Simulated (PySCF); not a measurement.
Orbital gap (eV) of eight silicon and germanium compounds: PBE beside PBE0, computed with PySCF for isolated molecules in the bases named; differences from unrounded values. The eight are the first of their class met in an unordered collection, after screening for sound electronic states; none was chosen by its value. Each molecule has one DFT geometry for both levels.

| molecule | basis | PBE0 | PBE | difference |
|---|---|---|---|---|
| As2H6Si, SMILES [AsH2][SiH2][AsH2] | def2-TZVP | 6.50 | 4.75 | -1.76 |
| Si(F)(H)2(OAc) (C2H5FO2Si), SMILES CC(=O)O[SiH2]F | def2-TZVP | 8.19 | 5.35 | -2.84 |
| CH₆ClFSi₂, SMILES F[Si@H](Cl)C[SiH3] | def2-TZVP | 9.33 | 7.13 | -2.20 |
| C2H5ClOSi, SMILES C(O[SiH2]Cl)=C | def2-TZVP | 7.16 | 5.03 | -2.13 |
| Si(CCH)(Cl)2(Me) (C3H4Cl2Si), SMILES C#C[Si](Cl)(Cl)C | def2-TZVP | 7.93 | 5.73 | -2.20 |
| C2H8FNSi2, SMILES C[Si@H]1CN[Si@H]1F | def2-TZVP | 7.21 | 5.03 | -2.17 |
| C3H9FOSi, SMILES C(F)[Si@@H](OC)C | def2-TZVP | 8.43 | 5.95 | -2.49 |
| C₂H₄N₂OSi, SMILES N(=C\O[SiH3])/C#N | def2-TZVP | 6.49 | 4.26 | -2.23 |

PBE lies below PBE0 in 8 and above it in 0 of the eight; the mean signed difference is -2.25 and the largest -2.84 eV.
